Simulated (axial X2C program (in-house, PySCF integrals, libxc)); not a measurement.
## HF spin-free against experiment

Computed with an in-house relativistic program for diatomic molecules, spin-free (one-electron X2C) or two-component (2c: spin–orbit coupling with atomic mean-field Coulomb and Gaunt terms, which also bring small scalar terms), in Dyall basis sets with cores contracted in-house; open shells are unrestricted.

Dyall triple-zeta sets (v3z, cv3z or av3z by atom and run).

Measured values: Huber and Herzberg, Constants of Diatomic Molecules (1979). Errors are computed minus measured. MP2 and coupled cluster freeze inner shells, in many runs the outer core of a metal too (1s of Li among them), which lengthens bonds; no counterpoise correction.

```csv
molecule,state,measured Re (Å),measured ωe (cm⁻¹)
NH,3Σ-,1.03621,3282.27
NO⁺,1Σ+,1.06322,2376.42
N₂,1Σg+,1.09769,2358.57
BeO,1Σ+,1.3309,1487.32
CS,1Σ+,1.53494,1285.08
LiH,1Σ+,1.5957,1405.65
HI,1Σ+,1.60916,2309.01
NbO,4Σ-,1.6909,989
MgH,2Σ+,1.7297,1495.2
MnH,7Σ,1.7311,1548
NaH,1Σ+,1.8874,1172.2
S₂,3Σg-,1.8892,725.65
IF,1Σ+,1.90976,610.24
GeS,1Σ+,2.01209,575.8
AlCl,1Σ+,2.13011,481.3
SnS,1Σ+,2.20903,487.26
Br₂,1Σg+,2.28105,325.321
CaS,1Σ+,2.3178,462.23
GeTe,1Σ+,2.34016,323.9
RbH,1Σ+,2.367,936.94
SrS,1Σ+,2.4405,388.38
TlCl,1Σ+,2.48483,n/a
AlI,1Σ+,2.5371,316.1
Li₂,1Σg+,2.6729,351.43
```

HF spin-free gives:

| molecule | Re (Å) | ωe (cm⁻¹) |
| --- | --- | --- |
| NH | 1.020 | 3510.3 |
| NO⁺ | 1.026 | 2839.8 |
| N₂ | 1.066 | 2730.0 |
| BeO | 1.292 | 1720.4 |
| CS | 1.514 | 1419.6 |
| LiH | 1.605 | 1429.4 |
| HI | 1.598 | 2448.0 |
| NbO | 1.663 | 1048.9 |
| MgH | 1.731 | 1545.3 |
| MnH | 1.778 | 1550.6 |
| NaH | 1.913 | 1185.2 |
| S₂ | 1.871 | 813.5 |
| IF | 1.880 | 697.9 |
| GeS | 1.994 | 626.5 |
| AlCl | 2.156 | 473.0 |
| SnS | 2.191 | 534.3 |
| Br₂ | 2.270 | 354.6 |
| CaS | 2.351 | 478.6 |
| GeTe | 2.323 | 351.4 |
| RbH | 2.442 | 913.3 |
| SrS | 2.465 | 405.4 |
| TlCl | 2.540 | 265.9 |
| AlI | 2.583 | 302.5 |
| Li₂ | 2.784 | 337.4 |

(1) Work out the errors, computed minus measured.

(2) What are the mean, mean absolute and worst errors of Re over these?

Answers

(1) 

| molecule | error of Re (Å) | error of ωe (%) |
| --- | --- | --- |
| NH | -0.016 | 6.9 |
| NO⁺ | -0.037 | 19.5 |
| N₂ | -0.032 | 15.7 |
| BeO | -0.039 | 15.7 |
| CS | -0.021 | 10.5 |
| LiH | 0.009 | 1.7 |
| HI | -0.011 | 6.0 |
| NbO | -0.028 | 6.1 |
| MgH | 0.001 | 3.4 |
| MnH | 0.047 | 0.2 |
| NaH | 0.026 | 1.1 |
| S₂ | -0.018 | 12.1 |
| IF | -0.030 | 14.4 |
| GeS | -0.018 | 8.8 |
| AlCl | 0.026 | -1.7 |
| SnS | -0.018 | 9.7 |
| Br₂ | -0.011 | 9.0 |
| CaS | 0.033 | 3.5 |
| GeTe | -0.017 | 8.5 |
| RbH | 0.075 | -2.5 |
| SrS | 0.024 | 4.4 |
| TlCl | 0.055 | n/a |
| AlI | 0.046 | -4.3 |
| Li₂ | 0.111 | -4.0 |

(2) Mean 0.007 Å, mean absolute 0.031 Å, worst 0.111 (Li₂).
